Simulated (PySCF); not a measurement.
Si(H)(I)2(OH) (H2I2OSi), SMILES O[SiH](I)I. Heavy atoms are numbered as in [SiH:1]([OH:2])([I:3])[I:4]. Hydrogens are named by the atom that carries them.

Coordinates come from a PBE-D3(BJ)/def2-SVP optimisation. This is a generated structure with no PubChem entry under its InChIKey; it may be hypothetical. The def2 effective core potentials stand for the cores of I; spin–orbit coupling is left out. The values are those of a single conformer.

Calculation: PBE0/def2-TZVP run with PySCF.

ESP charges are fitted to the potential on shells at 1.4 to 2.0 van der Waals radii. Atomic charges (e), one atom of each kind:

```
atom       ESP fit  Mulliken  Löwdin
---------  -------  --------  ------
Si1 (SiH)    -0.10      0.41   -0.36
O2 (OH)      -0.41     -0.49   -0.12
I3           -0.02     -0.14    0.15
H on Si1      0.14      0.02   -0.02
H on O2       0.41      0.34    0.19
```

### Question
Give the Mayer and Wiberg (Löwdin basis) orders of the bonds. (Estimate from the structure and the level; the computed values follow.)

### Answer

| bond | Mayer | Wiberg |
|---|---|---|
| Si1–O2 | 1.25 | 1.71 |
| Si1–I3 | 1.14 | 1.65 |
| Si1–I4 | 1.14 | 1.65 |
